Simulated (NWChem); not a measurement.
Everything below was run with NWChem. System: CHCl, charge 0, spin multiplicity 1, at a geometry optimised with PBE0/def2-SVP. The structure started from a generated list of species. Level: RHF/def2-SVP.

Part of the output:

```
             Northwest Computational Chemistry Package (NWChem) 7.3.0
             --------------------------------------------------------

                                NWChem Input Module
                                -------------------

 Scaling coordinates for geometry "geometry" by  1.889725989
 (inverse scale =  0.529177249)

 Turning off AUTOSYM since
 SYMMETRY directive was detected!

                             Geometry "geometry" -> ""
                             -------------------------

 Output coordinates in angstroms (scale by  1.889725989 to convert to a.u.)

  No.       Tag          Charge          X              Y              Z
 ---- ---------------- ---------- -------------- -------------- --------------
    1 C                    6.0000     1.05788200    -0.54663200     0.00000000
    2 Cl                  17.0000    -0.47522100     0.17240500     0.00000000
    3 H                    1.0000     1.73147100     0.34891200     0.00000000

 Effective nuclear repulsion energy (a.u.)      38.7725119708

            Nuclear Dipole moment (a.u.)
            ----------------------------
        X                 Y               Z
 ---------------- ---------------- ----------------
     0.0000113384     0.0000094486     0.0000000000

      Symmetry information
      --------------------

 Group name             Cs
 Group number              2
 Group order               2
 No. of unique centers     3

      Symmetry unique atoms

     1    2    3


 Summary of "ao basis" -> "" (spherical)
 ------------------------------------------------------------------------------
       Tag                 Description            Shells   Functions and Types
 ---------------- ------------------------------  ------  ---------------------
 *                          def2-svp                  on all atoms

 Summary of "ao basis" -> "ao basis" (spherical)
 ------------------------------------------------------------------------------
       Tag                 Description            Shells   Functions and Types
 ---------------- ------------------------------  ------  ---------------------
 C                          def2-svp                 6       14   3s2p1d
 Cl                         def2-svp                 8       18   4s3p1d
 H                          def2-svp                 3        5   2s1p

                                 NWChem SCF Module
                                 -----------------

  ao basis        = "ao basis"
  functions       =    37
  atoms           =     3
  closed shells   =    12
  open shells     =     0
  charge          =   0.00
  wavefunction    = RHF
  use symmetry    = T
  symmetry adapt  = T

 Summary of "ao basis" -> "ao basis" (spherical)
 ------------------------------------------------------------------------------
       Tag                 Description            Shells   Functions and Types
 ---------------- ------------------------------  ------  ---------------------
 C                          def2-svp                 6       14   3s2p1d
 Cl                         def2-svp                 8       18   4s3p1d
 H                          def2-svp                 3        5   2s1p

      Symmetry analysis of basis
      --------------------------

        a'         27
        a"         10

 Forming initial guess at       0.1s

      Superposition of Atomic Density Guess
      -------------------------------------

 Sum of atomic energies:        -497.44760874

      Non-variational initial energy
      ------------------------------

 Total energy =    -497.779382
 1-e energy   =    -762.797059
 2-e energy   =     226.245165
 HOMO         =      -0.216852
 LUMO         =      -0.083761

      Symmetry analysis of molecular orbitals - initial
      -------------------------------------------------

  Numbering of irreducible representations:

     1 a'          2 a"

  Orbital symmetries:

     1 a'          2 a'          3 a'          4 a'          5 a'
     6 a"          7 a'          8 a'          9 a'         10 a"
    11 a'         12 a'         13 a"         14 a'         15 a'
    16 a'         17 a'         18 a'         19 a"         20 a'
    21 a'         22 a"

 Starting SCF solution at       0.2s

 ----------------------------------------------
         Quadratically convergent ROHF

 Convergence threshold     :          1.000E-07
 Maximum no. of iterations :          100
 Final Fock-matrix accuracy:          1.000E-09
 ----------------------------------------------

              iter       energy          gnorm     gmax       time
             ----- ------------------- --------- --------- --------
                 1     -497.6101061426  5.53D-01  1.59D-01      0.2
                 2     -497.6340726091  1.66D-01  6.62D-02      0.2
                 3     -497.6383008493  6.19D-03  3.31D-03      0.2
                 4     -497.6383086587  2.30D-05  9.00D-06      0.2
                 5     -497.6383086588  3.19D-09  1.31D-09      0.3

       Final RHF  results
       ------------------

         Total SCF energy =   -497.638308658791
      One-electron energy =   -762.832686479045
      Two-electron energy =    226.421865849405
 Nuclear repulsion energy =     38.772511970849

        Time for solution =      0.1s

       Symmetry analysis of molecular orbitals - final
       -----------------------------------------------

  Numbering of irreducible representations:

     1 a'          2 a"

  Orbital symmetries:

     1 a'          2 a'          3 a'          4 a'          5 a"
     6 a'          7 a'          8 a'          9 a'         10 a'
    11 a"         12 a'         13 a"         14 a'         15 a'
    16 a'         17 a'         18 a'         19 a"         20 a'
    21 a'         22 a"

             Final eigenvalues
             -----------------

              1
    1 -104.8293
    2  -11.3445
    3  -10.5937
    4   -8.0683
    5   -8.0658
    6   -8.0645
    7   -1.1766
    8   -0.8363
    9   -0.6057
   10   -0.5166
   11   -0.5108
   12   -0.3823
   13    0.0504
   14    0.1987
   15    0.2666
   16    0.5353
   17    0.6252
   18    0.6819
   19    0.7208
   20    0.7554
   21    0.8456
   22    0.9632

                       ROHF Final Molecular Orbital Analysis
                       -------------------------------------

 Vector   10  Occ=2.000000D+00  E=-5.165566D-01  Symmetry=a'
              MO Center=  4.0D-02, -1.5D-01, -1.9D-15, r^2= 1.9D+00
   Bfn.  Coefficient  Atom+Function         Bfn.  Coefficient  Atom+Function
  ----- ------------  ---------------      ----- ------------  ---------------
    25      0.440110  2 Cl px                22      0.339482  2 Cl px
    26      0.315313  2 Cl py                23      0.230822  2 Cl py
     3     -0.203122  1 C  s                  5      0.195998  1 C  py
    19      0.194306  2 Cl px                 4     -0.193228  1 C  px
     2     -0.182505  1 C  s

 Vector   11  Occ=2.000000D+00  E=-5.108262D-01  Symmetry=a"
              MO Center= -3.1D-01,  9.8D-02,  2.2D-15, r^2= 1.3D+00
   Bfn.  Coefficient  Atom+Function         Bfn.  Coefficient  Atom+Function
  ----- ------------  ---------------      ----- ------------  ---------------
    27      0.610697  2 Cl pz                24      0.446378  2 Cl pz
    21      0.258459  2 Cl pz

 Vector   12  Occ=2.000000D+00  E=-3.822659D-01  Symmetry=a'
              MO Center=  6.1D-01, -4.7D-01,  5.7D-16, r^2= 2.0D+00
   Bfn.  Coefficient  Atom+Function         Bfn.  Coefficient  Atom+Function
  ----- ------------  ---------------      ----- ------------  ---------------
    26     -0.447523  2 Cl py                 5      0.435949  1 C  py
     3     -0.354124  1 C  s                 23     -0.297173  2 Cl py
     8      0.291295  1 C  py                 2     -0.256802  1 C  s
    33      0.205611  3 H  s                 20     -0.168565  2 Cl py

 Vector   13  Occ=0.000000D+00  E= 5.042030D-02  Symmetry=a"
              MO Center=  8.8D-01, -4.5D-01, -2.1D-15, r^2= 1.8D+00
   Bfn.  Coefficient  Atom+Function         Bfn.  Coefficient  Atom+Function
  ----- ------------  ---------------      ----- ------------  ---------------
     9      0.669145  1 C  pz                 6      0.469841  1 C  pz
    27     -0.372601  2 Cl pz                24     -0.168657  2 Cl pz

 Vector   14  Occ=0.000000D+00  E= 1.987187D-01  Symmetry=a'
              MO Center=  1.8D+00,  6.3D-01,  1.5D-17, r^2= 2.6D+00
   Bfn.  Coefficient  Atom+Function         Bfn.  Coefficient  Atom+Function
  ----- ------------  ---------------      ----- ------------  ---------------
    34      2.192567  3 H  s                  3     -1.690486  1 C  s
     8     -0.911926  1 C  py                18      0.373910  2 Cl s
    25      0.370491  2 Cl px                 7     -0.289130  1 C  px
     5     -0.248694  1 C  py                 2     -0.242142  1 C  s

 Vector   15  Occ=0.000000D+00  E= 2.665996D-01  Symmetry=a'
              MO Center=  5.2D-01, -2.1D-01,  2.3D-15, r^2= 2.6D+00
   Bfn.  Coefficient  Atom+Function         Bfn.  Coefficient  Atom+Function
  ----- ------------  ---------------      ----- ------------  ---------------
     7      1.131493  1 C  px                25      0.889959  2 Cl px
    18      0.843398  2 Cl s                 34     -0.636156  3 H  s
    26     -0.469080  2 Cl py                 4      0.458613  1 C  px
    17      0.277420  2 Cl s                  2     -0.269691  1 C  s
     3     -0.260777  1 C  s                 16     -0.193930  2 Cl s

 center of mass
 --------------
 x =  -0.08580093 y =  -0.00705593 z =   0.00000000

 moments of inertia (a.u.)
 ------------------
          16.952191903136          32.866488860582           0.000000000000
          32.866488860582          86.595126427643           0.000000000000
           0.000000000000           0.000000000000         103.547318330779

  Mulliken analysis of the total density
  --------------------------------------

    Atom       Charge   Shell Charges
 -----------   ------   -------------------------------------------------------
    1 C    6     5.95   1.99  1.09  0.56  1.54  0.73  0.04
    2 Cl  17    17.13   2.00  1.99  1.22  0.74  5.94  2.10  3.09  0.05
    3 H    1     0.92   0.76  0.14  0.02

       Multipole analysis of the density wrt the origin
       ------------------------------------------------

     L   x y z        total         open         nuclear
     -   - - -        -----         ----         -------
     0   0 0 0     -0.000000      0.000000     24.000000

     1   1 0 0      0.158047      0.000000      0.000011
     1   0 1 0      0.665795      0.000000      0.000009
     1   0 0 1     -0.000000      0.000000      0.000000

     2   2 0 0    -13.362916      0.000000     48.394609
     2   1 1 0      1.627591      0.000000    -15.206735
     2   1 0 1      0.000000      0.000000      0.000000
     2   0 2 0    -16.250613      0.000000      8.641540
     2   0 1 1      0.000000      0.000000      0.000000
     2   0 0 2    -13.296745      0.000000      0.000000

 Task  times  cpu:        0.3s     wall:        0.3s

 Total times  cpu:        0.3s     wall:        0.3s
```

Q: Write an NWChem input that would produce this output.

A: Several could match; the one computed here: 
```
start mol
memory heap 200 mb stack 900 mb global 1100 mb
geometry units angstroms nocenter noautoz
  C      1.057882    -0.546632     0.000000
  Cl    -0.475221     0.172405     0.000000
  H      1.731471     0.348912     0.000000
  symmetry group Cs
end
basis spherical
  * library def2-svp
end
scf
  rhf
  nopen 0
  maxiter 100
  thresh 1e-7
  semidirect memsize 60000000 filesize 0
end
task scf energy
```
